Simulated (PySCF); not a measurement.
carbon monosulfide (CS), singlet, geometry from GFN2-xTB; CAMB3LYP/def2-SVP (PySCF).

Input for PySCF:
```python
from pyscf import gto, scf, dft

mol = gto.M(
    atom='''
C    -0.000000   -0.000000   -1.106311
S     0.000000    0.000000    0.414867
''',
    basis='def2-svp',
    charge=0,
    spin=0,
    verbose=4,
)

mf = dft.RKS(mol)
mf.xc = 'camb3lyp'
mf.kernel()
```

Output, abridged:

```
PySCF version 2.14.0

[INPUT] verbose = 4
[INPUT] num. atoms = 2
[INPUT] num. electrons = 22
[INPUT] charge = 0
[INPUT] spin (= nelec alpha-beta = 2S) = 0
[INPUT] symmetry False subgroup None
[INPUT] Mole.unit = angstrom
[INPUT] Symbol           X                Y                Z      unit          X                Y                Z       unit  Magmom
[INPUT]  1 C      0.000000000000   0.000000000000  -1.106311000000 AA    0.000000000000   0.000000000000  -2.090624798594 Bohr   0.0
[INPUT]  2 S      0.000000000000   0.000000000000   0.414867000000 AA    0.000000000000   0.000000000000   0.783985008120 Bohr   0.0

nuclear repulsion = 33.3958368108926
number of shells = 14
number of NR pGTOs = 60
number of NR cGTOs = 32
basis = def2-svp
ecp = {}

******** <class 'pyscf.dft.rks.RKS'> ********
method = RKS
initial guess = minao
damping factor = 0
level_shift factor = 0
DIIS = <class 'pyscf.scf.diis.CDIIS'>
diis_start_cycle = 1
diis_space = 8
diis_damp = 0
SCF conv_tol = 1e-09
SCF conv_tol_grad = None
SCF max_cycles = 50
direct_scf = True
direct_scf_tol = 1e-13
XC library pyscf.dft.libxc version 7.1.2
    S. Lehtola, C. Steigemann, M. J. T. Oliveira, and M. A. L. Marques,  SoftwareX 7, 1–5 (2018)
XC functionals = camb3lyp
    T. Yanai, D. P. Tew, and N. C. Handy,  Chem. Phys. Lett. 393, 51 (2004)
radial grids:
    Treutler-Ahlrichs [JCP 102, 346 (1995); DOI:10.1063/1.469408] (M4) radial grids

becke partition: Becke, JCP 88, 2547 (1988); DOI:10.1063/1.454033
pruning grids: <function nwchem_prune>
grids dens level: 3
symmetrized grids: False
atomic radii adjust function: <function treutler_atomic_radii_adjust>
small_rho_cutoff = 0
Set gradient conv threshold to 3.16228e-05
Initial guess from minao.
tot grids = 33000
init E= -436.107560914033
  HOMO = -0.30332863966047  LUMO = -0.0830923017424238  gap/eV = 5.99294
cycle= 1 E= -436.034505439709  delta_E= 0.0731  |g|= 0.143  |ddm|= 1.77
  HOMO = -0.399217553590287  LUMO = -0.0437036417474206  gap/eV = 9.67403
cycle= 2 E= -436.026863024713  delta_E= 0.00764  |g|= 0.219  |ddm|= 0.287
  HOMO = -0.371989021155472  LUMO = -0.0283911351898464  gap/eV = 9.34977
cycle= 3 E= -436.040336407888  delta_E= -0.0135  |g|= 0.0239  |ddm|= 0.229
  HOMO = -0.374024333154859  LUMO = -0.0272381564974327  gap/eV = 9.43653
cycle= 4 E= -436.040510002627  delta_E= -0.000174  |g|= 0.00298  |ddm|= 0.0286
  HOMO = -0.375045929133813  LUMO = -0.0281897049215969  gap/eV = 9.43844
cycle= 5 E= -436.040513926563  delta_E= -3.92e-06  |g|= 0.000708  |ddm|= 0.00578
  HOMO = -0.374906349016219  LUMO = -0.0280650944191716  gap/eV = 9.43803
cycle= 6 E= -436.040514193103  delta_E= -2.67e-07  |g|= 0.000196  |ddm|= 0.00163
  HOMO = -0.374920613265673  LUMO = -0.0280687200812659  gap/eV = 9.43832
cycle= 7 E= -436.040514209225  delta_E= -1.61e-08  |g|= 2.5e-05  |ddm|= 0.000526
  HOMO = -0.374929218019024  LUMO = -0.0280736174499266  gap/eV = 9.43842
cycle= 8 E= -436.040514209483  delta_E= -2.58e-10  |g|= 3.89e-06  |ddm|= 8.37e-05
  HOMO = -0.374929339780464  LUMO = -0.0280733158820082  gap/eV = 9.43843
Extra cycle  E= -436.040514209485  delta_E= -2.5e-12  |g|= 3.53e-06  |ddm|= 1.37e-05
converged SCF energy = -436.040514209485
```
